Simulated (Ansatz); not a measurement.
Correlation energies of `NB(N)N` by basis set

Z-matrix (Å, degrees):
```
N
B 1 1.427
H 1 1.003 2 122.5
H 1 1.003 2 122.6 3 -163.5
N 2 1.426 1 119.9 3 -10.9
N 2 1.426 1 120.1 3 169.0
H 5 1.002 2 122.8 1 -8.2
H 5 1.002 2 122.9 1 -176.5
H 6 1.002 2 123.1 1 173.2
H 6 1.002 2 123.1 1 -0.1
```

Charge 0, multiplicity 1. The structure was optimised at the PBE0-D4/def2-TZVP level. It is one conformer, not always the lowest. Frozen core, restricted reference, the Gaussian-basis code of Ansatz. CBS rows extrapolate triple and quadruple zeta.

```
      basis     HF (Eh)  MP2 corr.
   def2-SVP  -191.51218   -0.59390
 def2-TZVPP  -191.74069   -0.74247
 def2-QZVPP  -191.75082   -0.79596
cc-pV(D+d)Z  -191.66436   -0.59448
cc-pV(T+d)Z  -191.73171   -0.74426
cc-pV(Q+d)Z  -191.74754   -0.79683
```

**Question.** Estimate the CCSD correlation energy and the (T) correction in each basis where they were run (hartree).

**Answer.** 
| basis | CCSD corr. | (T) |
| --- | --- | --- |
| def2-SVP | -0.63095 | -0.01586 |
| def2-TZVPP | -0.76947 | -0.02872 |
| def2-QZVPP | -0.81415 | -0.03239 |
| CBS(def2) | -0.84725 | -0.03511 |
| cc-pV(D+d)Z | -0.63160 | -0.01586 |
| cc-pV(T+d)Z | -0.77104 | -0.02886 |
| cc-pV(Q+d)Z | -0.81515 | -0.03230 |
| CBS(cc) | -0.84655 | -0.03475 |
